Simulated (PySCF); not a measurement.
A structure optimised at PBE-D3(BJ)/def2-SVP, used in a PySCF frequency run:

```
Si
N 1 1.7338
H 2 1.0240 1 118.13
H 2 1.0244 3 109.61 1 -139.23
H 1 1.4984 2 107.09 3 48.98
C 1 1.8731 5 113.87 2 -120.99
H 6 1.1078 1 110.62 5 -60.37
H 6 1.1085 7 108.89 1 -121.71
H 6 1.1092 7 107.64 8 -117.47
Cl 1 2.1135 5 105.67 2 122.19
```
Charge 0, spin multiplicity 1.

Problem. Write its SMILES and formula.

Solution. C[SiH](N)Cl, CH6ClNSi

Problem. What are its rotational constants (standard atomic weights)?

Solution. 5.7221, 3.1165, 2.2642 GHz
